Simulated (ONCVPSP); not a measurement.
**cerium: excitation energies, all-electron against ONCV**

```json
{"Element": "Ce (Z = 58)", "Generator": "ONCVPSP 4.0.1", "Type": "optimised norm-conserving Vanderbilt (ONCV)", "Functional": "PBE", "Relativity": "scalar-relativistic", "Frozen core": "[Kr] 4d10", "Valence charge": "12", "Reference configuration": "4f1 5s2 5p6 5d1.5 6s1.5", "Partial waves": "5s+6s: rc 2.70 bohr, ncon 4, nbas 8, qcut 5 1/bohr, 2 projectors; 5p: rc 2.35 bohr, ncon 4, nbas 7, qcut 5.3 1/bohr, 2 projectors, debl 3.6 Ha; 5d: rc 3.45 bohr, ncon 4, nbas 8, qcut 5 1/bohr, 2 projectors, debl 3.9 Ha; 4f: rc 1.80 bohr, ncon 4, nbas 8, qcut 9 1/bohr, local", "Local potential": "the f channel", "Core correction": "none"}
```

Energies are relative to the spin-unpolarised reference configuration 4f1 5s2 5p6 5d1.5 6s1.5; without spin polarisation the order of configurations can differ from experiment.

| valence configuration | charge | ΔE all-electron (eV) | error AE − PS (meV) |
| --- | --- | --- | --- |
| 4f1 5s2 5p6 5d1 6s1 | +1 | 5.674 | -0.3 |
| 4f1 5s2 5p6 5d1 6s0 | +2 | 16.755 | -1.7 |

Question: What are ΔE and the potential's error for 4f1 5s2 5p5 5d1 6s2?

Answer: ΔE = 27.464 eV all-electron; the error (AE − PS) is -32 meV.

Question: What are ΔE and the potential's error for 4f1 5s2 5p6 5d1 6s2?

Answer: ΔE = -0.397 eV all-electron; the error (AE − PS) is -0.6 meV.

Note: ghosts flagged at negative energy: s at -394.3 eV, p at -52.3 eV; GHOST(+) flagged for d at 135.5 eV. A true bound ghost makes a file unfit for plane-wave use.
